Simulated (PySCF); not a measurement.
Exact mass, isotope pattern and composition

Species: Zr(OEt)Cl3, `CC[O][Zr]([Cl])([Cl])[Cl]`.

Calculated from tabulated atomic weights, isotope masses and abundances; no fragmentation.

Molar mass and exact mass?

For C2H5Cl3OZr, with standard atomic weights, 1 × 91.224 + 1 × 15.999 + 2 × 12.011 + 5 × 1.008 + 3 × 35.450 = 242.635 g/mol. From the most abundant isotopes (90Zr, 16O, 12C, 1H, 35Cl), 1 × 89.904704 + 1 × 15.994915 + 2 × 12.000000 + 5 × 1.007825 + 3 × 34.968853 = 239.8453 u.

Give the isotope pattern of the molecular ion M+•, merging species of the same nominal mass.

```tsv
nominal mass	m/z (centroid)	relative intensity
240	239.8448	77.0
241	240.8459	18.5
242	241.8427	100.0
243	242.8432	18.4
244	243.8426	74.8
245	244.8414	6.9
246	245.8426	39.8
247	246.8426	1.5
248	247.8418	12.9
249	248.8452	0.3
250	249.8405	2.2
252	251.8397	0.1
```

Cut off at 0.1 %. One electron mass, 0.00055 u, is taken off. Abundances used (%; other tables differ somewhat): 90Zr 51.45, 91Zr 11.22, 92Zr 17.15, 94Zr 17.38, 96Zr 2.8; 16O 99.757, 17O 0.038, 18O 0.205; 12C 98.93, 13C 1.07; 1H 99.9885, 2H 0.0115; 35Cl 75.78, 37Cl 24.22.

Give the mass fraction of each element.

Zr 37.60 %, O 6.59 %, C 9.90 %, H 2.08 %, Cl 43.83 %.

Count the protons, neutrons and electrons of the monoisotopic species, and give its exact less its nominal mass.

116 protons, 124 neutrons and 116 electrons; 239.8453 − 240 = -0.1547 u.

What resolving power m/Δm just matches the spacing of the species with one 37Cl and with one 92Zr?

They lie 0.00329 u apart at mass 241.84, so m/Δm is about 74000.

Which m/z would the protonated, sodiated and deprotonated molecule have?

[M+H]+ 240.8526, [M+Na]+ 262.8345, [M−H]− 238.8380, for the monoisotopic species (arithmetic only; whether such ions form is another matter).
